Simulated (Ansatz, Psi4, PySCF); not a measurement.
C$_{4}$H$_{12}$O$_{2}$Si, singlet, at a GFN2-xTB geometry. Base run: MP2/6-31G* (PySCF).

PySCF was given this input:
```python
from pyscf import gto, scf, mp

mol = gto.M(
    atom='''
C    -2.04448569   -1.42504237    0.50157321
O    -0.72766379   -0.96783355    0.60420261
Si   -0.03861108    0.32829990   -0.12649543
C    -0.79130443    1.98119988    0.41820792
C    -0.12304275    0.11850811   -2.02416713
O     1.47789858    0.38302498    0.45039361
C     2.43946984   -0.63436435    0.46225328
H    -2.14167265   -2.30788577    1.13463031
H    -2.28601463   -1.69261196   -0.52988191
H    -2.74855078   -0.66103992    0.83931906
H    -1.81913215    2.06843940    0.07965383
H    -0.24124933    2.82357068    0.01536447
H    -0.78920165    2.07462366    1.49947239
H     0.23206785   -0.86394160   -2.32751030
H     0.48841885    0.85714329   -2.53312402
H    -1.13675836    0.22640459   -2.39953033
H     3.26653155   -0.30236234    1.09086386
H     2.02211084   -1.55768690    0.86642662
H     2.80830569   -0.82419060   -0.54872151
''',
    basis='6-31g*',
    verbose=4,
)

mf = scf.RHF(mol)
mf.kernel()

pt = mp.MP2(mf)
pt.kernel()
print('E(MP2) = %.10f' % pt.e_tot)
```

The same geometry, method and basis name were run in Ansatz (a first-principles code) and Psi4 and PySCF, at each program's defaults and at the settings that a row names. The base is PySCF at its defaults. Differences at the defaults can come from grids, fitting, cores and function types together.

```tsv
code and settings	ΔE vs base (mEh)	basis functions	E (Eh)	SCF cycles
PySCF, defaults (exact integrals, spherical functions, all electrons correlated)	0.000	126	-598.15940	9
Psi4, defaults (density fitting with its default set, Cartesian functions, all electrons correlated)	-26.943	133	-598.18635	11
Ansatz, defaults (factorised integrals, Cartesian functions, frozen core)	11.392	133	-598.14801	-
PySCF, frozen core	23.426	126	-598.13598	9
Psi4, exact integrals, spherical functions, frozen core	23.426	126	-598.13598	12
Ansatz, high accuracy, frozen core, Cartesian functions as the basis file defines them	11.375	133	-598.14803	-
```
